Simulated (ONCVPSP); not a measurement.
**Configuration tests for Nb (ONCV)**

* Element: niobium (Nb)
* Generator: ONCVPSP 4.0.1
* Type: optimised norm-conserving Vanderbilt (ONCV)
* Functional: PBE
* Relativity: scalar-relativistic
* Frozen core: [Ar] 3d10
* Valence charge: 13
* Reference configuration: 4s2 4p6 4d3 5s2
* Partial waves: 4s+5s: rc 2.00 bohr, ncon 4, nbas 9, qcut 6.6 1/bohr, 2 projectors; 4p: rc 1.60 bohr, ncon 4, nbas 7, qcut 9 1/bohr, 2 projectors, debl 0.5 Ha; 4d: rc 1.60 bohr, ncon 4, nbas 7, qcut 6.3 1/bohr, local
* Local potential: the d channel
* Core correction: none

In the p channel the program set the typed energies aside and used -1.353, 0.250 Ha.

Energies are relative to the spin-unpolarised reference configuration 4s2 4p6 4d3 5s2; without spin polarisation the order of configurations can differ from experiment.

```
valence configuration  charge  ΔE all-electron (eV)  error AE − PS (meV)
      4s2 4p6 4d4 5s1       0                 0.516                 -4.9
      4s2 4p6 4d3 5s0      +2                21.194                 -6.7
      4s2 4p6 4d2 5s0      +3                45.918                 -3.1
```

**Question.** What are ΔE and the potential's error for 4s2 4p6 4d4 5s0?

**Answer.** ΔE = 7.154 eV all-electron; the error (AE − PS) is -10 meV.

Note: ghosts flagged at negative energy: p at -103.1 eV; no localised positive-energy state flagged. A true bound ghost makes a file unfit for plane-wave use.
